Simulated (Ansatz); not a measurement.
```yaml
crystal:
  periodic: [false, false, false]
  atoms:
    - {symbol: As, position_ang: [0.434684, 1.628952, 0.608201]}
    - {symbol: H, position_ang: [1.763148, 1.377569, 0.116660]}
    - {symbol: H, position_ang: [0.067235, 2.615549, -0.425515]}
    - {symbol: C, position_ang: [-0.494784, 0.108493, -0.356059]}
    - {symbol: C, position_ang: [-0.094100, -1.259790, 0.314210]}
    - {symbol: H, position_ang: [-0.138621, 0.152761, -1.420260]}
    - {symbol: H, position_ang: [-1.529969, 0.265862, -0.247714]}
    - {symbol: H, position_ang: [-0.579772, -2.157830, -0.143950]}
    - {symbol: H, position_ang: [0.968912, -1.404881, 0.197506]}
    - {symbol: H, position_ang: [-0.381181, -1.294605, 1.386114]}
basis:
  gaussian: {orbitals: STO-3G}
total_charge: 1
magnetization: {spin_polarized: true, initial_magnetization: 1}
hamiltonian: {xc: {name: RPBE}}
```

```sh
$ ansatz run in.yaml --threads 4 --pin off --events-out ev --progress --plain --max-ram 3916MiB
```

It prints (some lines left out):

```
Functional definition: RPBE
418 factors; integrals over basis functions are off by at most 4.4e-5 eV
mean field evaluation 1: about -62302.6148 eV, gradient 1.9e1 eV
mean field evaluation 2: about -62290.0791 eV, gradient 3.7e1 eV
mean field evaluation 4: about -62305.4010 eV, gradient 6.0e-1 eV
mean field evaluation 8: about -62305.3228 eV, gradient 5.3e-2 eV
mean field evaluation 16: about -62301.6690 eV, gradient 1.1e1 eV
mean field -62305.32286756 eV, -2289.6783833180 hartree, gradient 4.8e-5 eV, S^2 0.750860; 0 other end points of the search recorded, 0 dependent functions left out
reference -62305.32289134 eV, -2289.6783841921 hartree; 26, 25 occupied and 9, 10 virtual orbitals, 418 factors
Total energy: -62305.32289134 eV, -2289.6783841921 hartree
```

Run time 0.25 s (4 threads of AMD EPYC 9R45 on a shared host).
